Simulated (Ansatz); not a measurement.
`C=[C](F)[GeH2][CH3]` → `F[C@H]1C[C@@H]1[GeH3]`  (isomerisation)

Isolated molecules relaxed with PBE0-D4/def2-TZVP in Ansatz; ΔE leaves out vibrations. CCSD(T)/CBS is the MP2 limit (def2-TZVPP, def2-QZVPP) plus CCSD(T) − MP2 in def2-TZVPP, frozen cores. Functionals use def2-TZVPP. B3LYP here is the variant with VWN-RPA as its local correlation; programs differ in this. For Ge outer-core shells are correlated without core-valence functions, which leaves a few kJ/mol of doubt a bond. Scalar relativity is left out up to krypton. One conformer a species, not always the lowest.

**Question.** Is it downhill or uphill in electronic energy at CCSD(T)/CBS, and by how much? (An estimate is asked.)

**Answer.** Ansatz gave: Uphill: ΔE = +60.2 kJ/mol.

**Question.** What do these levels give: B3LYP-D4, ωB97M-V, PBE, MP2/def2-TZVPP, SCS-MP2/def2-QZVPP, MP2/CBS(def2)? (Estimate.)

**Answer.** The calculation gave: B3LYP-D4 66.9, ωB97M-V 54.0, PBE 53.0, MP2/def2-TZVPP 52.2, SCS-MP2/def2-QZVPP 56.5, MP2/CBS(def2) 51.8 kJ/mol.

Largest T1 diagnostic among the species: 0.012.

From PBE to PBE0 (25 % exact exchange), in def2-TZVPP and without D4, ΔE moves by −9.4 kJ/mol.
